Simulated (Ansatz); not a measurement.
`C[Te]C(C)=S`, relaxed with RKS PBE0-D4/def2-TZVP in Ansatz 0.2.0 from a PBE-D4/def2-SVP geometry. The force threshold is 0.005 eV/Å; the program also tests the step.

The species carries charge 0 and has multiplicity 1. Te: def2 effective core potential.

Start:

```xyz
11

C    -1.908   -1.065   -0.979
Te   -0.569    0.605   -1.232
C     0.648    0.132    0.479
C     1.719    1.169    0.697
S     0.431   -1.164    1.454
H    -1.908   -1.684   -1.894
H    -1.472   -1.620   -0.117
H    -2.924   -0.702   -0.741
H     1.921    1.784   -0.205
H     2.660    0.687    1.029
H     1.400    1.858    1.509
```

Problem. By how much does the energy fall, and how many steps does the optimiser take? (Best estimate.)

Solution. Ansatz gave: 7.13 kJ/mol, in 13 steps, 1 of them rejected.

Problem. Which bonds change most? (Best estimate.)

Solution. Computed: Te2–C3 from 2.152 to 2.100 Å; C1–Te2 from 2.156 to 2.119 Å; C1–H7 from 1.114 to 1.094 Å; C3–S5 from 1.636 to 1.617 Å.

Problem. Give the relaxed structure. (Estimate.)

Solution. Ansatz gave: 
```xyz
11

C    -1.897   -1.050   -0.967
Te   -0.568    0.588   -1.168
C     0.654    0.121    0.475
C     1.708    1.164    0.689
S     0.484   -1.173    1.429
H    -1.889   -1.639   -1.881
H    -1.499   -1.629   -0.128
H    -2.898   -0.687   -0.744
H     1.928    1.733   -0.218
H     2.623    0.705    1.065
H     1.354    1.868    1.448
```
